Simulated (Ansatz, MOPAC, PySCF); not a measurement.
Noncovalent pair: H2S (SMILES S) (first 3 atoms) with C3H6 (SMILES C=CC); geometry from B3LYP-D3(BJ)/def2-TZVP, rigid monomers moved along the line of their centres of mass till H2···C4 is 3.68 Å.
(charge 0, multiplicity 1):
```xyz
12

S      0.1223     0.4633     0.7293
H      0.6505     0.1531     1.9271
H      1.2451     0.1330     0.0720
C      1.0995     0.0254     5.5757
C      0.0015    -0.7139     5.4664
C     -1.3715    -0.1829     5.2064
H      1.0662     1.1057     5.4866
H      2.0676    -0.4205     5.7641
H      0.0853    -1.7931     5.5637
H     -2.0556    -0.4581     6.0141
H     -1.3698     0.9038     5.1131
H     -1.7855    -0.6072     4.2870
```

Counterpoise-corrected where a basis set is named; no monomer relaxation. Rows marked so take none.

Rows in 6-31G* carry no dispersion term and start afresh at each structure (6-31G* with six Cartesian d functions). MP2/6-31G* freezes PySCF's default core. The state that AM1, PM3, PM6, PM7 reach isn't checked; PM7 holds dispersion and hydrogen-bond terms.

The values were computed with Ansatz (Gaussian orbitals); MOPAC for AM1, PM3, PM6, PM7 (differences of heats of formation); PySCF for 6-31G* rows, the dispersion terms. Values without a source in brackets are computed.

```
level                          interaction energy (kcal/mol)
-----------------------------  -----------------------------
AM1                                                    -0.18
PM3                                                    -0.20
PM6                                                    -0.50
PM7                                                    -1.14
BP86/6-31G* (no counterpoise)                          -0.43
r2SCAN-D3(BJ)/def2-TZVPPD                              -1.09
wB97X-V/def2-TZVPPD                                    -1.04
MP2/6-31G*                                             -0.71
MP2/6-31G* (no counterpoise)                             [?]
```

**Question.** Fill in the missing entries.

**Answer.** 
- MP2/6-31G* (no counterpoise), interaction energy (kcal/mol): -0.98

Ansatz is a first-principles code.
